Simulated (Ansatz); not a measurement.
Reaction (atomization): `[SiH3]B(Cl)Cl` → B• + 2 Cl• + 3 H• + Si•

Program: Ansatz. Geometries: PBE0-D4/def2-TZVP. ΔE: electronic, gas phase. CBS: MP2 limit from def2 TZ/QZ plus the TZ coupled-cluster correction, frozen cores. This one scheme is used for every species, atoms too. Functionals use def2-TZVPP. No spin–orbit coupling; open shells (•) take unrestricted orbitals. Spin–orbit coupling would lower the free atoms: a little for B, Cl, Si.

```
        level  ΔE (kJ/mol)
         BLYP       2113.0
MP2/CBS(def2)       2215.0
```

Task: What does CCSD(T)/CBS give? (Estimate.)

Result: Ansatz gave: +2173.4 kJ/mol. The listed levels differ from it by -60.4, 41.6 kJ/mol.

Largest T1 diagnostic among the species: 0.014.

From PBE to PBE0 (25 % exact exchange), in def2-TZVPP and without D4, ΔE moves by −17.0 kJ/mol: exact exchange takes away binding that semilocal exchange gives to molecules. The D4 term adds +29.5 kJ/mol with B3LYP and +15.3 kJ/mol with PBE0; it sums over pairs of atoms, weighted by their polarisabilities, and B3LYP, whose exchange is more repulsive, gets the larger term.

B3LYP here is the variant with VWN-RPA as its local correlation; programs differ in this.

For atomizations the MP2-based limit and the directly extrapolated one differ by several kJ/mol either way, and by 10 to 25 for some Ge, Se and Sn compounds, so smaller differences from it don't rank the levels.
